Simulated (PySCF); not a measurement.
Correlation energy of W (tungsten, neutral)

[Xe] 4f14 5d5 6s1, high-spin 7S determinant (an excited configuration). Calculation: PySCF 2.14, in aug-cc-pVTZ-PP with ECP60MDF (6s6p5d3f2g, 88 functions); scalar relativity through the core potential. Frozen: 5s2 5p6; 6 electrons correlated.

```csv
level,correlation energy (mhartree)
CCSD,-85.97
(T),-2.76
CCSD(T),-88.73
```

Diagnostics: T1 = 0.0081, D1 = 0.0199, largest double amplitude 0.025.

Task: Is a single reference adequate?

Result: Yes, within this model without spin-orbit coupling: T1 lies below 0.03 and no double amplitude reaches 0.07.
